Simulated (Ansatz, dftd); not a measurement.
Reaction: BNH6 (SMILES [BH3-][NH3+]) → BNH5 (SMILES [BH3-][NH2+], doublet) + H (doublet) (the H-N bond breaks)
Each species at its own B3LYP-D3(BJ)/def2-TZVP minimum (Ansatz, a quantum-chemistry and plane-wave program).

Quantity: bond dissociation energy (electronic), in kcal/mol. Open shells are spin-unrestricted; no spin-orbit coupling. Cores are frozen in correlated methods. Rows without X2C or -DK are non-relativistic. CBS(X,Y): correlation extrapolated as X^-3, Hartree-Fock from the larger set. A bracket is a step between two methods taken in the basis named. The functionals are non-relativistic, so their misses hold any scalar relativity. Double hybrids freeze cores in their MP2 part. 'core' is core correlation in cc-pwCVTZ, 'X2C' scalar relativity in cc-pVTZ-DK, both at CCSD(T). For partners of very few electrons the exact lower level stands in for a higher one. The UHF reference of H5BN ([BH3-][NH2+], doublet) is spin-contaminated (<S^2> up to 0.04 over the pure value in the sets run).

Compared with CCSD(T)/CBS(cc-pVTZ,cc-pVQZ) + [CCSDT(Q) - CCSD(T)]/cc-pVTZ + core + X2C (Ansatz): 104.5 kcal/mol.

Costs are rough ratios of core time, to one figure, on one kind of shared machine, summed over the single points of the molecules; atoms, geometries and frequencies are left out. The first row took roughly 7 core seconds; short runs hold start-up time.

```csv
level,program,cost relative to the first row
PBE/def2-TZVPD,Ansatz,1
CCSD(T)/cc-pVDZ,Ansatz,1
CAM-B3LYP/def2-TZVPD,Ansatz,1
B2PLYP-D3(BJ)/def2-TZVPD,Ansatz + dftd3,2
CCSD(T)/cc-pVTZ,Ansatz,6
CCSDT(Q)/cc-pVDZ,Ansatz,20
CCSDT(Q)/cc-pVTZ,Ansatz,900
```

Problem. Which is the cheapest listed level within 4 kcal/mol of that value?

Solution. CCSD(T)/cc-pVDZ.
| level | difference (kcal/mol) |
|---|---|
| PBE/def2-TZVPD | -13.6 |
| CCSD(T)/cc-pVDZ | -2.0 |
| CAM-B3LYP/def2-TZVPD | -5.9 |
| B2PLYP-D3(BJ)/def2-TZVPD | -5.5 |
| CCSD(T)/cc-pVTZ | 0.4 |
| CCSDT(Q)/cc-pVDZ | -2.3 |
| CCSDT(Q)/cc-pVTZ | 0.1 |
